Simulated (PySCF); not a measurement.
B3LYP has the VWN-RPA correlation part, as in Gaussian. Excitations are Tamm–Dancoff values on a coarser integration grid. The basis has no diffuse functions, so Rydberg states are missing or too high.

Species: CHNS, SMILES `N#CS` (charge 0, multiplicity 1).

What T1 excitation (TDA), HOMO and S1 excitation (TDA) does B3LYP-D3(BJ)/def2-TZVP (PySCF) give?


| Item | Result |
|---|---|
| T1 excitation (TDA) | 4.87 eV |
| HOMO | -8.05 eV |
| S1 excitation (TDA) | 5.30 eV |
